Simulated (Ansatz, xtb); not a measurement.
## Two conformers of CH6AlFGe

We compare X, `[CH3][GeH2][AlH][F]`, a singlet, with Y, `[CH3][GeH2][AlH][F]`, a singlet. Both are isolated molecules in the gas phase, relaxed with PBE0-D3(BJ)/def2-SVP.

X (Å):

```xyz
10

C    -0.3305   -1.1104    1.6500
Al   -2.2677    1.9345    0.8222
F    -3.4205    2.6465   -0.1572
Ge   -1.6941   -0.4314    0.4099
H    -0.6826   -1.0374    2.6889
H     0.5994   -0.5315    1.5561
H    -0.1104   -2.1644    1.4284
H    -2.9584   -1.3141    0.5298
H    -1.1811   -0.6099   -1.0383
H    -1.6577    2.8883    1.9352
```

Y (Å):

```xyz
10

C     0.2247   -0.3503    1.4696
Al    0.6611    0.1290   -2.1868
F     1.7918   -1.1038   -2.1672
Ge   -0.4025    0.7313   -0.0420
H     1.3095   -0.2303    1.5991
H    -0.2794   -0.0400    2.3959
H     0.0131   -1.4138    1.2901
H    -1.9391    0.5887   -0.1648
H    -0.1462    2.2271    0.2638
H     0.4044    0.7756   -3.6126
```

Question: Which of the two would you expect CCSD(T)/def2-SVP + ΔMP2/def2-TZVPP electronic energies to favour?

Answer: Too close to call at this level: CCSD(T)/def2-SVP + ΔMP2/def2-TZVPP gives E(Y) − E(X) = −0.012 eV.

The same difference at several levels:

| level | geometry | E(Y) − E(X) (eV) | departure from the last row (eV) | job, with rough time for the two |
| --- | --- | --- | --- | --- |
| PBE0-D3(BJ)/def2-SVP | PBE0-D3(BJ)/def2-SVP | −0.009 | +0.002 | optimisation, 84 s |
| HF/def2-SVP | PBE0-D3(BJ)/def2-SVP | −0.008 | +0.004 | part of the CCSD(T) run |
| MP2/def2-SVP | PBE0-D3(BJ)/def2-SVP | −0.008 | +0.003 | part of the CCSD(T) run |
| CCSD(T)/def2-SVP | PBE0-D3(BJ)/def2-SVP | −0.008 | +0.003 | single point |
| CCSD(T)/def2-SVP + ΔMP2/def2-TZVPP | PBE0-D3(BJ)/def2-SVP | −0.012 |  | single point, 25 s |

The largest departure from CCSD(T)/def2-SVP + ΔMP2/def2-TZVPP is that of HF/def2-SVP, 0.004 eV. Levels run at GFN2-xTB geometries aren't shown. The last row adds to CCSD(T) the change of the MP2 difference between the two basis sets, here −0.003 eV.

With harmonic frequencies from PBE0-D3(BJ)/def2-SVP (ideal gas, rigid rotor, one conformer each, 298.15 K, 1 atm): on the last row, ΔE + ΔZPE = −0.011 eV. A mode under 50 cm⁻¹ makes harmonic enthalpies and free energies unreliable, so none is given.

The correlated steps freeze 16 core orbitals; the filled d shell of Ge is correlated, in a basis made for valence electrons. Run with Ansatz 0.2.0; the last row on 2 threads of Arm Neoverse V2 on a shared host.
